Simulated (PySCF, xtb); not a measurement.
Si(All)(F)2(H) (C₃H₆F₂Si), SMILES C=CC[SiH](F)F.

GFN2-xTB (xtb) at its own geometry gives an orbital gap of 5.10 eV and a dipole moment of 2.21 D.

Geometry optimised at B3LYP-D3(BJ)/def2-SVP. Other conformers were not sampled.

Problem. What does PySCF with PBE/def2-TZVP give? (The exact figures need the calculation; the answer reports its results.)

Solution. gap 5.16 eV (levels -6.45 and -1.29 eV), dipole 1.87 D.
